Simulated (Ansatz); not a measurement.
Cartesian coordinates in Å:
```
F 1.0051 -2.3187 -0.8337
Si -0.2889 -1.4027 -0.6266
N 0.1174 0.2601 -0.5744
Si 0.3316 1.2397 0.8170
Cl -1.3030 2.4376 1.1810
H -0.8831 -1.7732 0.6746
H -1.1693 -1.6698 -1.7845
H 0.2186 0.7256 -1.4665
H 1.4750 2.1591 0.6342
H 0.4965 0.3422 1.9789
```

Total charge 0; spin multiplicity 1.

Q: List the PBE/def2-TZVPP orbital energies in eV (the Gaussian-basis code of Ansatz). (Best estimate.)

A: Ansatz gave: Occupied: -2738.91, -1780.90, -1780.79, -659.81, -380.73, -249.50, -190.18, -190.03, -190.02, -138.51, -138.40, -95.30, -95.24, -95.21, -95.18, -95.14, -95.10, -29.54, -21.74, -20.46, -14.06, -13.73, -11.92, -10.96, -10.76, -10.45, -9.74, -9.44, -9.14, -8.25, -7.95, -7.60, -7.23. Lowest empty: -0.81, -0.34, -0.16, 0.53, 0.66, 0.98, 1.14, 1.78.
